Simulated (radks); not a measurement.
Initial-state core-level shifts of the cadmium ion Cd+ when its valence configuration changes from [Kr] 4d10 5s1. All-electron calculation, scalar-relativistic Kohn-Sham, r2SCAN, spin-polarised, spherical densities, finite nucleus; open shells are filled with parallel spins first (spin-orbit coupling, left out, can overturn this in heavy ions); meta-GGA in the generalised Kohn-Sham scheme; Fermi nuclear charge, rms radius 4.6087 fm. Program: a radial shooting solver on a logarithmic mesh with Libxc functionals. Shifts are changes of the shell-averaged eigenvalues in eV (positive: less bound); the change of the density at the nucleus, which sets a Mossbauer isomer shift, is in e/bohr^3, on a base of 1.636e+05.

valence,1s,3s,3p,4p,density at nucleus
4d10 5p1,-1.663,-1.628,-1.629,-1.676,-27.23
4d10 5s0.5 5p0.5,-0.838,-0.821,-0.821,-0.844,-13.69
4d9 5s1 5p1,-7.015,-7.173,-7.174,-6.348,+8.57
4d9 5s2,-5.715,-5.889,-5.889,-5.030,+38.53
4d8 5s2 5p1,-13.112,-13.434,-13.435,-11.489,+52.50
4d7 5s2 5p2,-20.562,-21.032,-21.033,-17.716,+68.20
4d9.5 5s1 5p0.5,-3.501,-3.579,-3.579,-3.202,+3.91
4d9 5s0.5 5p1.5,-7.785,-7.927,-7.927,-7.114,-6.99
